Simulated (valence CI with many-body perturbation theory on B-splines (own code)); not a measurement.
# E1 transitions of Cr XVIII

Calculated by configuration interaction combined with many-body perturbation theory (CI+MBPT): five valence electrons over a frozen Dirac-Fock core [He], radial functions for each j: 9 s, 9 p, 8 d, 6 f, 3 g, 1 h, with the one-electron correlation potential Σ1, the two-electron term Σ2, the three-electron term Σ3, Breit, model QED; selected CI, second order for the rest (own B-spline code, finite nucleus).

No measured levels were compared; by estimate levels of excited configurations hold to 0.05 to 0.15 % of their energy, terms of the ground configuration to about 0.5 %. Among the levels kept, up to 2000 cm⁻¹ of a level comes from second order outside the variational space, and about a tenth of that is noise between levels of different J, which matters for small intervals.

Lines 1 to 50 of 273 in falling wavelength, among levels below 823.28 eV, chosen from the strongest by gf and those to the six lowest levels. Wavelengths and rates use the calculated energies, so an error of 600 cm⁻¹ moves a line at 717.2 Å by 0.43 % and its rate by three times that or more. Electric multipoles are in the length gauge, E1 and E2 with the static RPA response of the core. Weak lines are less certain than strong ones. Lines between different terms over intervals too small for the method are left out, as are lines whose strength nearly cancels. Where a level lies close to another of its J and parity, the split of strength between their lines is uncertain. The highest levels of a list are the least certain.

Names give the largest LS component (configuration and term), which can be under half, so a name can repeat, a term be missing and a line seem to break the LS rules; names also repeat where a configuration has a term twice. Letters in brackets count levels of one name in rising energy.

```tsv
λ vac (Å)	Upper	Lower	A (s⁻¹)	S (a.u.) with core polarisation	S without
717.2	2s²2p²3p ²D°_5/2 [a]	2s²2p²3s ²D_5/2	1.32e+08	1.45e-01	1.45e-01
615.6	2s²2p²3p ⁴P°_5/2	2s²2p²3s ²P_3/2	1.73e+08	1.20e-01	1.20e-01
610.5	2s2p³3p ⁴P_5/2	2s2p³3s ⁴S°_3/2	7.04e+08	4.74e-01	4.74e-01
607.1	2s2p³3p ⁴P_3/2	2s2p³3s ⁴S°_3/2	8.34e+08	3.68e-01	3.68e-01
589.6	2s2p³3p ⁴P_1/2	2s2p³3s ⁴S°_3/2	8.69e+08	1.76e-01	1.76e-01
566.7	2s²2p²3p ²S°_1/2	2s²2p²3s ⁴P_3/2	6.07e+08	1.09e-01	1.09e-01
553.2	2s²2p²3p ⁴D°_1/2	2s²2p²3s ⁴P_1/2	1.25e+09	2.08e-01	2.08e-01
521.2	2s2p³3p ⁴P_5/2	2s²2p²3p ²P°_3/2 [b]	2.91e+08	1.22e-01	1.22e-01
517.3	2s²2p²3p ⁴P°_5/2	2s²2p²3s ⁴P_5/2	1.21e+09	4.96e-01	4.96e-01
516.6	2s²2p²3p ²F°_5/2	2s²2p²3s ²D_3/2	1.58e+09	6.43e-01	6.43e-01
507.0	2s2p³3p ⁶P_3/2	2s2p³3s ⁶S°_5/2	2.02e+09	5.21e-01	5.21e-01
500.6	2s²2p²3d ²P_1/2 [a]	2s²2p²3p ²P°_1/2 [a]	7.93e+08	9.82e-02	9.82e-02
494.6	2s²2p²3d ²D_5/2 [c]	2s²2p²3p ²P°_3/2 [b]	7.38e+08	2.65e-01	2.65e-01
494.4	2s2p³3p ⁶P_5/2	2s2p³3s ⁶S°_5/2	2.14e+09	7.65e-01	7.65e-01
489.6	2s²2p²3p ⁴P°_3/2	2s²2p²3s ⁴P_3/2	9.98e+08	2.31e-01	2.31e-01
485.7	2s²2p²3p ⁴D°_7/2	2s²2p²3s ⁴P_5/2	2.09e+09	9.46e-01	9.46e-01
483.5	2s²2p²3p ⁴D°_5/2	2s²2p²3s ⁴P_3/2	1.93e+09	6.48e-01	6.48e-01
483.5	2s²2p²3p ²D°_3/2 [a]	2s²2p²3s ²P_1/2	1.04e+09	2.33e-01	2.33e-01
481.6	2s²2p²3d ²P_3/2 [b]	2s²2p²3p ²P°_3/2 [b]	8.54e+08	1.88e-01	1.88e-01
477.8	2s²2p²3d ⁴P_5/2	2s²2p²3p ²D°_5/2 [a]	3.34e+08	1.08e-01	1.08e-01
471.9	2s²2p²3p ⁴D°_3/2	2s²2p²3s ⁴P_1/2	1.86e+09	3.86e-01	3.86e-01
471.0	2s²2p²3p ²F°_7/2	2s²2p²3s ²D_5/2	2.38e+09	9.80e-01	9.80e-01
467.9	2s2p³3p ⁶P_7/2	2s2p³3s ⁶S°_5/2	1.98e+09	8.00e-01	8.01e-01
464.2	2s²2p²3d ²G_7/2	2s2p³3s ⁶S°_5/2	7.04e+08	2.78e-01	2.78e-01
460.3	2s²2p²3p ⁴P°_1/2	2s²2p²3s ⁴P_3/2	1.24e+09	1.19e-01	1.19e-01
458.1	2s²2p²3d ²D_5/2 [b]	2s²2p²3p ²D°_5/2 [b]	7.86e+08	2.24e-01	2.24e-01
456.8	2s²2p²3p ²P°_1/2 [c]	2s²2p²3s ²S_1/2	2.56e+09	2.40e-01	2.41e-01
454.8	2s²2p²3p ²D°_5/2 [a]	2s²2p²3s ²P_3/2	1.55e+09	4.31e-01	4.32e-01
454.0	2s²2p²3p ²P°_3/2 [a]	2s²2p²3s ²P_3/2	1.39e+09	2.56e-01	2.56e-01
451.5	2s²2p²3p ²D°_3/2 [b]	2s²2p²3s ²D_3/2	7.88e+08	1.43e-01	1.43e-01
450.2	2s²2p²3d ⁴F_9/2	2s²2p²3p ⁴D°_7/2	2.31e+09	1.04e+00	1.04e+00
446.3	2s²2p²3d ⁴D_7/2	2s²2p²3p ⁴D°_7/2	6.90e+08	2.42e-01	2.42e-01
444.1	2s²2p²3d ²P_1/2 [b]	2s²2p²3p ²P°_1/2 [b]	1.38e+09	1.20e-01	1.20e-01
442.8	2s²2p²3d ⁴F_7/2	2s²2p²3p ⁴D°_5/2	2.36e+09	8.09e-01	8.09e-01
441.6	2s²2p²3d ²D_3/2 [b]	2s²2p²3p ²D°_3/2 [b]	1.06e+09	1.80e-01	1.80e-01
440.5	2s²2p²3p ²P°_3/2 [c]	2s²2p²3s ²S_1/2	2.62e+09	4.42e-01	4.42e-01
439.5	2s2p³3p ⁶P_7/2	2s²2p²3p ²F°_5/2	6.53e+08	2.19e-01	2.19e-01
438.6	2s²2p²3p ²D°_3/2 [b]	2s²2p²3s ²D_5/2	1.46e+09	2.43e-01	2.43e-01
438.1	2s²2p²3d ⁴P_5/2	2s²2p²3p ⁴S°_3/2	7.18e+08	1.79e-01	1.79e-01
438.0	2s²2p²3d ²G_9/2	2s²2p²3p ²F°_7/2	2.63e+09	1.09e+00	1.09e+00
436.2	2s²2p²3d ²G_7/2	2s²2p²3p ²F°_5/2	1.75e+09	5.75e-01	5.75e-01
434.9	2s²2p²3d ²D_5/2 [b]	2s²2p²3p ²D°_3/2 [b]	8.33e+08	2.03e-01	2.03e-01
434.8	2s²2p²3d ²F_5/2 [b]	2s²2p²3p ²D°_3/2 [a]	2.08e+09	5.07e-01	5.07e-01
434.4	2s²2p²3d ²P_3/2 [a]	2s²2p²3p ⁴P°_3/2	6.07e+08	9.82e-02	9.82e-02
432.6	2s²2p²3d ⁴F_5/2	2s²2p²3p ⁴D°_3/2	2.46e+09	5.91e-01	5.91e-01
431.4	2s²2p²3p ⁴S°_3/2	2s²2p²3s ⁴P_5/2	2.15e+09	3.40e-01	3.40e-01
429.3	2s²2p²3d ²F_7/2 [a]	2s²2p²3p ²D°_5/2 [a]	2.25e+09	7.02e-01	7.02e-01
428.9	2s²2p²3p ²D°_5/2 [b]	2s²2p²3s ²D_3/2	3.40e+08	7.94e-02	7.95e-02
427.4	2s²2p²3d ²F_7/2 [b]	2s²2p²3p ²D°_5/2 [b]	2.01e+09	6.19e-01	6.19e-01
425.1	2s²2p²3p ²P°_1/2 [a]	2s²2p²3s ²P_3/2	1.20e+09	9.08e-02	9.08e-02
```
